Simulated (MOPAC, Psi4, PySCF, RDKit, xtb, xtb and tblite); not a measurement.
Two geometries of SMILES CCC[SiH2]OC, relaxed at GFN2-xTB with one dihedral held; other torsions can differ between them too.

Structure A

```
18

C     -2.0526     1.3144    -1.2169
C     -1.8635     0.0712    -0.3595
C     -0.5446     0.0895     0.4111
Si     1.0162     0.0571    -0.6643
O      1.3489     1.6231    -0.9341
C      2.4181     2.1553    -1.6529
H     -2.0192     2.2085    -0.5983
H     -3.0115     1.2850    -1.7308
H     -1.2621     1.3865    -1.9595
H     -1.8980    -0.8177    -0.9937
H     -2.6930    -0.0018     0.3507
H     -0.5177    -0.7854     1.0618
H     -0.5312     0.9642     1.0630
H      2.1347    -0.5960     0.0317
H      0.8086    -0.6653    -1.9276
H      3.3716     1.8432    -1.2201
H      2.3887     1.8274    -2.6949
H      2.3441     3.2428    -1.6158
```

Structure B

```
18

C     -2.1077    -1.2383    -1.1187
C     -1.9007     0.0536    -0.3406
C     -0.5716     0.0640     0.4113
Si     0.9835     0.0746    -0.6760
O      0.5207     0.8572    -2.0205
C      1.2979     1.1804    -3.1310
H     -1.3264    -1.3552    -1.8658
H     -3.0719    -1.2336    -1.6233
H     -2.0737    -2.0958    -0.4491
H     -2.7211     0.1774     0.3730
H     -1.9279     0.8988    -1.0297
H     -0.5239    -0.8017     1.0726
H     -0.5503     0.9400     1.0622
H      2.0940     0.7711    -0.0112
H      1.4540    -1.2781    -1.0110
H      2.1362     1.8211    -2.8472
H      1.6971     0.2789    -3.6025
H      0.6657     1.7099    -3.8450
```

Problem. Which is lower in energy at the level B3LYP-D3(BJ)/def2-SVP // GFN2-xTB (Psi4), and by how much?

Solution. B is lower, by 0.36 kcal/mol (dihedral C2–C3–Si4–O5: 90° in A, 30° in B).

E(B) − E(A) in kcal/mol at the other levels, on the same two geometries: GFN2-xTB (xtb and tblite) 0.06; MMFF94 // GFN2-xTB (RDKit) 0.43; B3LYP/def2-SVP // GFN2-xTB (Psi4) -0.28; PBE/def2-SVP // GFN2-xTB (Psi4) -0.28; PBE-D3(BJ)/def2-SVP // GFN2-xTB (Psi4) -0.33; UFF // GFN2-xTB (RDKit) 0.70; AM1, restricted, heats of formation // GFN2-xTB (MOPAC) 0.67; PM7, restricted, heats of formation // GFN2-xTB (MOPAC) 0.48; GFN1-xTB // GFN2-xTB (xtb) -0.31; restricted B3LYP/6-31G*, spherical d, density fitting // GFN2-xTB (PySCF) -0.15; restricted B3LYP/LANL2DZ, with its core potentials past Ne // GFN2-xTB (PySCF) -0.36; restricted MP2 (frozen core)/6-31G*, spherical d // GFN2-xTB (PySCF) -0.35; restricted Hartree-Fock/STO-3G // GFN2-xTB (PySCF) 0.25.
